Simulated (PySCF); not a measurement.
PySCF input for C5H6BN, SMILES C#CC1=CCB1N, B3LYP-D3(BJ)/def2-SVP. Geometry optimised at B3LYP-D3(BJ)/def2-SVP. The structure was generated by enumeration, and PubChem lists no compound with its InChIKey, so it may never have been made. Other conformers were not sampled.

```python
import numpy as np
from pyscf import gto, scf, dft, df
from pyscf.hessian import thermo

mol = gto.M(
    atom='''
    C     0.34049256   -2.94676476    0.00000000
    C     0.02327728   -1.77245845    0.00000000
    C    -0.29035066   -0.39212682   -0.00000000
    C    -1.48231640    0.27226837   -0.00000000
    C    -1.01195366    1.72303821   -0.00000000
    B     0.43456465    1.00491165   -0.00000000
    N     1.75594702    1.42728145   -0.00000000
    H     0.60816158   -3.98599995    0.00000000
    H    -2.50569015   -0.12808234   -0.00000000
    H    -1.30261422    2.30563013    0.89271177
    H    -1.30261422    2.30563013   -0.89271176
    H     2.53631253    0.78016880    0.00000000
    H     2.02709740    2.40338549   -0.00000000
    ''',
    basis='def2-SVP',
    charge=0,
    spin=0,
    max_memory=1600,
    verbose=3,
)
mf = dft.RKS(mol, xc='b3lyp').density_fit(auxbasis='def2-universal-jkfit')
mf.disp = 'd3bj'
mf.grids.level = 3
mf.conv_tol = 1e-11
mf.max_cycle = 100
mf.kernel()

# analytic Hessian; the response equations are solved on a coarser grid
h, args, fine = mf.Hessian(), (mf.mo_energy, mf.mo_coeff, mf.mo_occ), mf.grids
h.max_memory = max(150, 2.5e-5 * df.make_auxmol(mol, mf.with_df.auxbasis).nao * mol.nelec[0] * (mol.nelec[0] + mol.nao))  # MB; small integral blocks
h1ao = h.make_h1(mf.mo_coeff, mf.mo_occ)
mf.grids = dft.Grids(mol).set(level=1).build(with_non0tab=True)
mo1, mo_e1 = h.solve_mo1(*args, h1ao)
mf.grids = fine
hess = h.hess_elec(*args, mo1, mo_e1, h1ao) + h.hess_nuc()
if mf.do_disp():
    hess += h.get_dispersion()
for i in range(mol.natm):  # the analytic DFT Hessian lacks the response of the grid: restore translational invariance
    hess[i, i] -= hess[i].sum(axis=0)
hess = (hess + hess.transpose(1, 0, 3, 2)) / 2
vib = thermo.harmonic_analysis(mol, hess, imaginary_freq=False)
thermo.dump_normal_mode(mol, vib)
th = thermo.thermo(mf, vib['freq_au'][vib['freq_au'] > 0], 298.15, 101325)
thermo.dump_thermo(mol, th)
g0 = mf.nuc_grad_method().set(verbose=0).kernel()

# dipole derivatives [dipole axis, atom, xyz] from the same response
r, irp = mol.intor('int1e_r'), mol.intor('int1e_irp').reshape(3, 3, mol.nao, mol.nao)
sl, dm0, ok = mol.aoslice_by_atom(), np.array(mf.make_rdm1()), []
dmu = np.einsum('a,xt->xat', mol.atom_charges(), np.eye(3))
for a, (_, _, p0, p1) in enumerate(sl):
    dmu[:, a] += 2 * np.einsum('xtij,ij->xt', irp[:, :, :, p0:p1], dm0.reshape(-1, mol.nao, mol.nao).sum(0)[:, p0:p1])
    for u, c, occ, f in [(mo1, mf.mo_coeff, mf.mo_occ, 4)]:
        dmu[:, a] -= f * np.einsum('tui,xuv,vi->xt', u[a], r, c[:, occ > 0], optimize=True)
L = vib['norm_mode']
ir = 974.8801 * (np.einsum('xat,kat->kx', dmu, L) ** 2).sum(1)       # km/mol
apt = np.einsum('xax->a', dmu) / 3
print('mode   freq/cm-1   IR/(km/mol)')
for k, w in enumerate(vib['freq_wavenumber']):
    print(f'{k + 1:4d} {w:11.2f} {ir[k]:13.3f}')
print('max |gradient| / (hartree/bohr):', abs(g0).max())
print('APT charges:', apt.round(4))
```

Program output:

```
converged SCF energy = -273.508543426925

WARN: DFTD3 does not support analytical Hessian, using finite difference


WARN: Mole.unit (angstrom) is changed to Bohr

Mode                                 0                   1                   2
Irrep
Freq [cm^-1]                      104.6531            127.2057            177.8792
Reduced mass [au]                   2.2956              3.8024              3.3980
Force const [Dyne/A]                0.0148              0.0363              0.0633
Char temp [K]                     150.5725            183.0207            255.9286
Normal mode                   x     y     z       x     y     z       x     y     z
       0   C                 0.00  0.00 -0.03   -0.15 -0.07  0.00   -0.00 -0.00 -0.13
       1   C                -0.00  0.00 -0.02    0.02 -0.03 -0.00   -0.00 -0.00  0.09
       2   C                -0.00 -0.00 -0.04    0.08 -0.01 -0.00    0.00 -0.00  0.17
       3   C                -0.00  0.00  0.15    0.06 -0.05  0.00   -0.00 -0.00  0.00
       4   C                 0.00 -0.00 -0.10   -0.00 -0.03  0.00    0.00 -0.00 -0.09
       5   B                 0.00 -0.00 -0.09    0.03  0.03 -0.00    0.00 -0.00  0.07
       6   N                 0.00 -0.00  0.08   -0.01  0.14  0.00    0.00  0.00 -0.03
       7   H                 0.00  0.00 -0.04   -0.28 -0.11  0.00   -0.00 -0.00 -0.30
       8   H                -0.00  0.00  0.44    0.08 -0.09  0.00    0.00 -0.00 -0.12
       9   H                 0.05  0.17 -0.20   -0.02 -0.05  0.00   -0.08  0.10 -0.17
      10   H                -0.05 -0.17 -0.20   -0.02 -0.05 -0.00    0.08 -0.10 -0.17
      11   H                 0.00  0.00  0.18    0.06  0.22  0.00    0.00  0.00  0.03
      12   H                -0.00 -0.00  0.13   -0.11  0.17  0.00   -0.00  0.00 -0.18
Mode                                 3                   4                   5
Irrep
Freq [cm^-1]                      307.3043            417.5084            517.2773
[...]
       4   C                -0.00 -0.00 -0.09    0.01 -0.13  0.00    0.02 -0.10  0.00
       5   B                 0.00 -0.00  0.10    0.01 -0.03 -0.00   -0.04  0.16  0.00
       6   N                 0.00  0.00 -0.01   -0.03  0.03  0.00    0.00 -0.08 -0.00
       7   H                -0.00  0.00 -0.02   -0.01  0.02  0.00    0.02 -0.04  0.00
       8   H                -0.00  0.00 -0.48   -0.07  0.49  0.00   -0.14  0.30  0.00
       9   H                 0.42 -0.01  0.07   -0.22 -0.23 -0.01    0.10 -0.06  0.00
      10   H                -0.42  0.01  0.07   -0.22 -0.23  0.01    0.10 -0.06 -0.00
      11   H                -0.00 -0.00 -0.04   -0.17 -0.14  0.00    0.23  0.20 -0.00
      12   H                 0.00 -0.00  0.04    0.17 -0.02 -0.00   -0.37  0.03  0.00
Mode                                18                  19                  20
Irrep
Freq [cm^-1]                     1091.5052           1153.6516           1188.5572
Reduced mass [au]                   1.2772              2.1095              3.9580
Force const [Dyne/A]                0.8965              1.6542              3.2943
Char temp [K]                    1570.4329           1659.8478           1710.0693
Normal mode                   x     y     z       x     y     z       x     y     z
       0   C                -0.00  0.00  0.00    0.01 -0.02 -0.00   -0.02  0.07 -0.00
       1   C                 0.00  0.00  0.00    0.00 -0.01  0.00    0.01  0.03  0.00
       2   C                 0.00  0.00 -0.02    0.04  0.05  0.00   -0.05 -0.18  0.00
       3   C                 0.00  0.00  0.12    0.01  0.09 -0.00    0.09 -0.06 -0.00
       4   C                -0.00 -0.00 -0.06   -0.15 -0.08  0.00   -0.06  0.02  0.00
       5   B                -0.00  0.00 -0.03    0.01 -0.07 -0.00   -0.07  0.06 -0.00
       6   N                 0.00 -0.00  0.00    0.01  0.01 -0.00    0.05 -0.00  0.00
       7   H                -0.00  0.00 -0.00    0.01 -0.02 -0.00   -0.03  0.08 -0.00
       8   H                -0.00  0.00 -0.28    0.06 -0.03  0.00   -0.04  0.28  0.00
       9   H                -0.41 -0.41  0.07    0.43  0.14  0.04    0.17  0.09  0.03
      10   H                 0.41  0.41  0.07    0.43  0.14 -0.04    0.17  0.09 -0.03
      11   H                 0.00  0.00  0.02   -0.02 -0.02  0.00    0.13  0.09  0.00
      12   H                -0.00  0.00 -0.01    0.08 -0.01 -0.00    0.02  0.02 -0.00
Mode                                21                  22                  23
Irrep
Freq [cm^-1]                     1256.6040           1416.8604           1457.8451
Reduced mass [au]                   1.9283              1.2215              1.9327
Force const [Dyne/A]                1.7940              1.4448              2.4202
Char temp [K]                    1807.9733           2038.5467           2097.5145
Normal mode                   x     y     z       x     y     z       x     y     z
       0   C                 0.00  0.01  0.00    0.00 -0.01 -0.00    0.00 -0.00  0.00
       1   C                -0.02 -0.00 -0.00   -0.00 -0.00 -0.00   -0.01 -0.00  0.00
       2   C                 0.13  0.03 -0.00    0.01  0.04  0.00    0.05  0.02 -0.00
       3   C                -0.06 -0.10  0.00   -0.01 -0.01 -0.00   -0.02  0.03  0.00
       4   C                -0.03  0.06 -0.00   -0.00  0.07  0.00    0.05 -0.05 -0.00
       5   B                 0.03 -0.08  0.00   -0.08 -0.04 -0.00   -0.18 -0.06  0.00
       6   N                -0.01  0.02  0.00    0.03  0.01 -0.00    0.04  0.01  0.00
       7   H                 0.02  0.01  0.00    0.01 -0.01 -0.00    0.01 -0.00  0.00
       8   H                -0.34  0.57 -0.00   -0.02  0.01  0.00    0.01 -0.05 -0.00
       9   H                 0.00  0.11 -0.02    0.13 -0.47  0.37   -0.11  0.15 -0.18
      10   H                 0.00  0.11  0.02    0.13 -0.47 -0.37   -0.11  0.15  0.18
      11   H                -0.07 -0.06 -0.00    0.12  0.11  0.00    0.29  0.29 -0.00
      12   H                 0.07 -0.01  0.00    0.17 -0.02 -0.00    0.40 -0.07  0.00
Mode                                24                  25                  26
Irrep
Freq [cm^-1]                     1601.6453           1632.0857           2201.9938
Reduced mass [au]                   2.0075              4.7506              6.2525
Force const [Dyne/A]                3.0342              7.4556             17.8623
Char temp [K]                    2304.4110           2348.2080           3168.1788
Normal mode                   x     y     z       x     y     z       x     y     z
       0   C                 0.00 -0.02  0.00    0.01 -0.04  0.00    0.04 -0.15 -0.00
       1   C                 0.00  0.00  0.00    0.00  0.00  0.00   -0.06  0.22 -0.00
       2   C                -0.09  0.06 -0.00   -0.12  0.14 -0.00    0.01 -0.04 -0.00
       3   C                 0.07 -0.06  0.00    0.12 -0.09  0.00   -0.00 -0.00 -0.00
       4   C                -0.02  0.01 -0.00    0.00 -0.01 -0.00   -0.00  0.00  0.00
       5   B                 0.11  0.02  0.00   -0.08 -0.05  0.00    0.00 -0.00 -0.00
       6   N                -0.11 -0.03  0.00    0.06  0.03  0.00    0.00  0.00 -0.00
       7   H                 0.00 -0.03  0.00    0.01 -0.06  0.00    0.07 -0.28 -0.00
       8   H                 0.02  0.10 -0.00    0.05  0.17 -0.00   -0.01  0.00  0.00
       9   H                 0.02  0.03 -0.00   -0.00  0.07 -0.05   -0.00 -0.00  0.00
      10   H                 0.02  0.03  0.00   -0.00  0.07  0.05   -0.00 -0.00 -0.00
      11   H                 0.25  0.39 -0.00   -0.12 -0.19 -0.00    0.00  0.00 -0.00
      12   H                 0.44 -0.18  0.00   -0.17  0.09  0.00    0.00  0.00 -0.00
Mode                                27                  28                  29
Irrep
Freq [cm^-1]                     3021.0891           3060.8989           3122.4938
Reduced mass [au]                   1.0594              1.1045              1.0951
Force const [Dyne/A]                5.6967              6.0970              6.2907
Char temp [K]                    4346.6746           4403.9520           4492.5733
Normal mode                   x     y     z       x     y     z       x     y     z
       0   C                 0.00 -0.00  0.00    0.00 -0.00 -0.00   -0.00 -0.00 -0.00
       1   C                -0.00  0.00  0.00   -0.00  0.00 -0.00    0.00 -0.00 -0.00
       2   C                 0.00 -0.00 -0.00    0.00 -0.00  0.00   -0.01  0.00 -0.00
       3   C                 0.00  0.00 -0.00    0.00  0.00 -0.00    0.08  0.03  0.00
       4   C                -0.03  0.06 -0.00   -0.00  0.00  0.09    0.00 -0.01 -0.00
       5   B                 0.00 -0.00 -0.00    0.00 -0.00  0.00   -0.00  0.00 -0.00
       6   N                -0.00  0.00  0.00   -0.00  0.00  0.00    0.00  0.00 -0.00
       7   H                 0.00 -0.00  0.00    0.00 -0.00  0.00    0.00 -0.00 -0.00
       8   H                -0.05 -0.01 -0.00   -0.00 -0.00  0.00   -0.89 -0.34 -0.00
       9   H                 0.17 -0.35 -0.57    0.18 -0.36 -0.54   -0.01  0.02  0.03
      10   H                 0.17 -0.35  0.57   -0.18  0.36 -0.54   -0.01  0.02 -0.03
      11   H                 0.00 -0.00 -0.00    0.00 -0.00  0.00    0.00  0.00 -0.00
      12   H                -0.00 -0.00  0.00   -0.00 -0.00 -0.00    0.00 -0.00 -0.00
Mode                                30                  31                  32
Irrep
Freq [cm^-1]                     3472.1250           3586.1133           3685.3753
Reduced mass [au]                   1.1557              1.0501              1.0987
Force const [Dyne/A]                8.2088              7.9564              8.7921
Char temp [K]                    4995.6148           5159.6187           5302.4345
Normal mode                   x     y     z       x     y     z       x     y     z
       0   C                -0.03  0.10 -0.00   -0.00  0.00  0.00   -0.00  0.00 -0.00
       1   C                 0.01 -0.03 -0.00    0.00 -0.00  0.00    0.00 -0.00 -0.00
       2   C                -0.00  0.00  0.00    0.00  0.00 -0.00   -0.00 -0.00 -0.00
       3   C                -0.00  0.00  0.00   -0.00  0.00 -0.00   -0.00  0.00  0.00
       4   C                 0.00 -0.00  0.00    0.00 -0.00  0.00    0.00 -0.00 -0.00
       5   B                 0.00  0.00  0.00    0.00  0.00  0.00   -0.00  0.00 -0.00
       6   N                 0.00 -0.00  0.00   -0.05 -0.01  0.00   -0.02  0.08 -0.00
       7   H                 0.23 -0.89  0.00    0.00 -0.00  0.00    0.00 -0.00 -0.00
       8   H                 0.00  0.00 -0.00   -0.00 -0.00 -0.00    0.00 -0.00  0.00
       9   H                -0.00 -0.00 -0.00   -0.00  0.00 -0.00   -0.00  0.00  0.00
      10   H                -0.00 -0.00  0.00   -0.00  0.00  0.00   -0.00  0.00 -0.00
      11   H                -0.00  0.00  0.00    0.55 -0.47  0.00    0.50 -0.40 -0.00
      12   H                -0.00 -0.00  0.00    0.16  0.64 -0.00   -0.19 -0.67  0.00
temperature 298.1500 [K]
pressure 101325.00 [Pa]
Rotational constants [GHz] 4.65060 1.98502 1.40363
Symmetry number 1
Zero-point energy (ZPE) 0.09899 [Eh]   259910.927 [J/mol]
                           tot       elec      trans        rot        vib
Entropy [J/mol/K]       345.729      0.000    164.993    115.513     65.223
Cv [J/mol/K]            111.789      0.000     12.472     12.472     86.846
Cp [J/mol/K]            120.104      0.000     20.786     12.472     86.846
Internal energy [J/mol]                      3718.434   3718.434 271392.474
Internal energy [Eh]   -273.40234  -273.50854
Enthalpy [J/mol]                             6197.391   3718.434 271392.474
Enthalpy [Eh]          -273.40140
Gibbs free energy [J/mol]                  -42995.241 -30721.666 251946.194
Gibbs free energy [Eh] -273.44066
mode   freq/cm-1   IR/(km/mol)
   1      104.65         3.424
   2      127.21         1.508
   3      177.88         7.146
   4      307.30         3.239
   5      417.51         1.947
   6      517.28         7.887
   7      526.35       160.258
   8      555.82         1.417
   9      574.06         0.284
  10      642.94         7.140
  11      666.03        36.412
  12      671.13         3.323
  13      675.94        38.912
  14      778.74         2.119
  15      847.28        23.019
  16      916.21         0.090
  17      935.70         2.997
  18     1062.84        46.980
  19     1091.51         4.988
  20     1153.65        15.609
  21     1188.56         1.516
  22     1256.60        22.519
  23     1416.86        21.416
  24     1457.85        91.026
  25     1601.65       167.885
  26     1632.09        80.194
  27     2201.99        12.363
  28     3021.09        39.454
  29     3060.90        20.039
  30     3122.49        24.963
  31     3472.12        90.812
  32     3586.11        41.695
  33     3685.38        32.668
max |gradient| / (hartree/bohr): 3.710018442463906e-05
APT charges: [-0.3769  0.0732 -0.2528  0.0798 -0.187   0.793  -0.6816  0.2121  0.0031
 -0.026  -0.026   0.1953  0.1937]
```

The calculation finished and met its thresholds.
